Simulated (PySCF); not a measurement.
# Deuteron quadrupole couplings in `FC(F)(F)[C@H]1CO[C@@H](F)OC1`

Compound: C5H6F4O2.
Z-matrix (Å and degrees, GFN2-xTB geometry), rows numbered from 1:
```
F 
C   1  1.3396
F   2  1.3395  1  106.64
F   2  1.3396  1  106.69  3   113.66
C   2  1.5179  1  111.93  3  -123.60
C   5  1.5355  2  111.21  1    60.42
O   6  1.4215  5  109.44  2   176.29
C   7  1.3642  6  113.26  5   -55.01
F   8  1.3894  7  108.84  6   -67.30
O   8  1.3641  7  115.68  6    55.47
C  10  1.4216  8  113.29  7   -55.40
H   5  1.0953  2  108.07  1   -59.92
H   6  1.0907  5  111.98  2   -66.88
H   6  1.0979  5  110.12  2    55.37
H   8  1.0966  7  108.11  6   176.85
H  11  1.0978  5  110.10  2   -55.24
H  11  1.0906  5  111.99  2    67.03
```

Level: PBE0/pcSseg-1 (PySCF, non-relativistic); Q(2H) = 0.00286 b; rigid geometry, the same for H and D, with no vibrational averaging.

Task: Rank these positions by the coupling χzz of a deuteron there, largest first.
A. H17 (methylene hydrogen)
B. H15 (methine hydrogen)
C. H12 (methine hydrogen)

Result: A (198 kHz), C (194 kHz), B (184 kHz).

Task: What are Vzz, η and χzz (234.96 MHz × Q × Vzz) at all hydrogens?

Result: 
```csv
atom,bonded to,bond length (Å),Vzz (au),η,χzz (kHz)
H12,C5,1.095,0.2880,0.03,194
H13,C6,1.091,0.2948,0.06,198
H14,C6,1.098,0.2779,0.05,187
H15,C8,1.097,0.2736,0.00,184
H16,C11,1.098,0.2782,0.05,187
H17,C11,1.091,0.2949,0.06,198
```

Task: A static deuteron (I = 1) shows a doublet split by (3/2)χ, (3/4)χ(1 + η) and (3/4)χ(1 − η) with the field along z, y and x of the gradient. What are these for H16?

Result: With |χ| = 186.9 kHz and η = 0.050: 280, 147 and 133 kHz, to first order and without motion.

One conformer (not necessarily the lowest) at the GFN2-xTB geometry, without solvent, vibrations or thermal averaging. GFN2-xTB bond lengths can be off by several hundredths of an ångström, more for odd bonds, and the gradients follow them. With a basis this small, the couplings can be 20 % off.

The run behind these numbers computed NMR shieldings as well. On one thread, Intel Xeon at 2.50 GHz (x86_64), no GPU, shared host with 64 logical CPUs at a one-minute load of 60, this took 2.3 min of wall time (grids of density and orbitals included) and 1.1 GiB of memory at its peak.
